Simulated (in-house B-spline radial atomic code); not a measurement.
A run on Sn (an excited or competing configuration) that did not converge. Method: scalar-relativistic (X2C) wB97X, spin-polarised, spherical fractional occupations, exact exchange averaged over the configuration, Fermi nucleus of rms radius 4.6519 fm; computed with a B-spline radial code for spherical atoms.

Command:
```bash
python run_scf.py task.json out
```
Settings (nuclear radius in fm, mass in u):
```
Z                50
configuration    [Ar] 3d9 4s2 4p6 4d10 5s2 5p2 6d1
hamiltonian      x2c
method           wb97x
spin_polarised   True
nucleus          fermi
rms_radius       4.6519
atomic_mass      119.9022
speed_of_light   137.035999084
exact_exchange   averaged over the configuration
```

First and last ten iterations of the last attempt (damped for 15 steps, keeping 80 % of the old Fock matrix, then DIIS):
```
 iter        energy (Eh)    residual
    1       -6154.253040    4.74e-01
    2       -6156.013699    3.33e-01
    3       -6157.511029    2.13e-01
    4       -6158.177725    1.35e-01
    5       -6158.465515    8.46e-02
    6       -6158.587149    5.29e-02
    7       -6158.637968    3.29e-02
    8       -6158.658859    2.04e-02
    9       -6158.667400    1.26e-02
   10       -6158.670991    8.58e-03
  111       -6135.012342    5.49e-01
  112       -6134.898437    5.48e-01
  113       -6135.096937    5.91e-01
  114       -6134.703842    5.72e-01
  115       -6135.164125    5.48e-01
  116       -6158.587450    7.05e-02
  117       -6158.671688    1.53e-02
  118       -6137.209998    2.66e-01
  119       -6137.214023    2.66e-01
  120       -6137.223784    2.66e-01
 not converged after 120 iterations
```

The smallest residual met was 5.6e-04; the threshold is about 5e-07. No energy from this run should be used. Time taken, with all properties: 36 s on 1 thread of Arm Neoverse V1, on a shared host.
